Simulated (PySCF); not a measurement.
## Correlation energy of Au (gold, neutral)

[Xe] 4f14 5d9 6s1 6p1, one real determinant (an excited configuration). All numbers are calculated (PySCF 2.14, a scalar-relativistic core potential, in aug-cc-pVTZ-PP with ECP60MDF (6s6p5d3f2g, 88 functions)). Frozen: 5s2 5p6; 11 electrons correlated.

```csv
level,correlation energy (mhartree)
CCSD,-311.61
(T),-12.86
CCSD(T),-324.47
```

Diagnostics: T1 = 0.012, D1 = 0.0469, largest double amplitude 0.035.

The real determinant used has ⟨L²⟩ near 8 against 12 for a pure F term, so it mixes terms. Spin-orbit coupling, absent here, splits the open shell strongly.

Cost of the coupled-cluster step: of the order of 29 core-seconds, for 11 correlated electrons.

The reference is one real determinant that mixes LS terms of this configuration.
